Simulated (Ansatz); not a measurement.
Basis-set extrapolation for `CB(F)OC(C)=O` (PBE0-D4/def2-TZVP geometry, frozen core, Ansatz). Multiplicity 1, RHF reference.

```
                      def2-TZVPP   def2-QZVPP
                 HF  -391.260653  -391.278434
    MP2 correlation    -1.300256    -1.400260
CCSD(T) correlation    -1.383244      not run
```

Energies in hartree. Use E(X) = E(∞) + A·exp(−7.88·√X) for Hartree–Fock and E(X) = E(∞) + B·X^(−2.97) for correlation, with X = 3 and 4, and add CCSD(T) minus MP2 of the smaller set to the MP2 limit.

What is the CCSD(T) energy at the basis-set limit?

HF limit: -391.278434 + (-0.017781) × 0.13774 = -391.28088. MP2 limit: -1.400260 + (-0.100004) × 0.74074 = -1.47434. Higher-order term: -1.383244 − (-1.300256) = -0.08299. Total: -392.83821 hartree, 5.29 eV below CCSD(T)/def2-TZVPP.
